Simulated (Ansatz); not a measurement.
Computed with Ansatz on PBE0-D4/def2-TZVP structures; ΔE is electronic, products minus reactants. CCSD(T)/CBS adds triple-zeta CCSD(T) − MP2 to the extrapolated MP2 energy (def2 sets, frozen cores). Functionals use def2-TZVPP. Elements past krypton have def2 core potentials. For Ge, In, Se outer-core shells are correlated without core-valence functions, which leaves a few kJ/mol of doubt a bond. Scalar relativity is left out up to krypton. One conformer a species, not always the lowest.

`[CH3][In]([Cl])[C]#N` + `[F][GeH]([F])[SeH]` → `[CH3][In]([Cl])[SeH]` + `N#[C][GeH]([F])[F]`  (redistribution)

```csv
level,ΔE (kJ/mol)
PBE-D4,-22.3
CCSD(T)/def2-SVP,-30.5
```

**Question.** What does CCSD(T)/CBS give? (An estimate is asked.)

**Answer.** The calculation gave: -25.4 kJ/mol. The listed levels differ from it by 3.1, -5.1 kJ/mol.

Largest T1 diagnostic among the species: 0.013.

Leaving LDA and LC-ωPBE aside and taking each functional with its dispersion term where it has one, the values, not all of them listed here, spread over 5.5 kJ/mol, from PBE-QIDH to ωB97X-V. At CCSD(T), def2-SVP lies −5.1 kJ/mol from the extrapolated value and def2-TZVPP +1.0 kJ/mol.
